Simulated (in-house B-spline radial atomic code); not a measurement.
A run on the antimony ion Sb⁺ (an excited or competing configuration) that did not converge. Method: scalar-relativistic (X2C) wB97X, spin-polarised, spherical fractional occupations, exact exchange averaged over the configuration, Fermi nucleus of rms radius 4.6802 fm; computed with a B-spline radial code for spherical atoms.

Command:
```bash
python run_scf.py task.json out
```
Settings (nuclear radius in fm, mass in u):
```
Z                51
configuration    [Kr] 4d10 5s2 5p1 6f1
hamiltonian      x2c
method           wb97x
spin_polarised   True
nucleus          fermi
rms_radius       4.6802
atomic_mass      120.90381
speed_of_light   137.035999084
exact_exchange   averaged over the configuration
```

First and last ten iterations of the last attempt (damped for 15 steps, keeping 80 % of the old Fock matrix, then DIIS):
```
 iter        energy (Eh)    residual
    1       -6477.274202    4.74e-01
    2       -6478.578923    2.26e-01
    3       -6479.453314    1.49e-01
    4       -6479.860626    9.60e-02
    5       -6480.041057    6.10e-02
    6       -6480.116566    3.85e-02
    7       -6480.147998    2.43e-02
    8       -6480.161087    1.55e-02
    9       -6480.166507    9.84e-03
   10       -6480.168845    6.23e-03
  111       -6478.762166    1.48e-01
  112       -6480.170623    3.58e-04
  113       -6480.170634    3.76e-04
  114       -6480.170772    6.75e-04
  115       -6480.170540    3.86e-04
  116       -6480.170424    4.27e-04
  117       -6480.170534    5.43e-04
  118       -6480.170262    6.14e-04
  119       -6480.170177    6.62e-04
  120       -6480.170106    7.15e-04
 not converged after 120 iterations
```

The smallest residual met was 2.6e-04; the threshold is about 5e-07. No energy from this run should be used. Run time, properties included: 29 s on 1 thread of Intel(R) Xeon(R) Platinum 8488C, on a shared host.
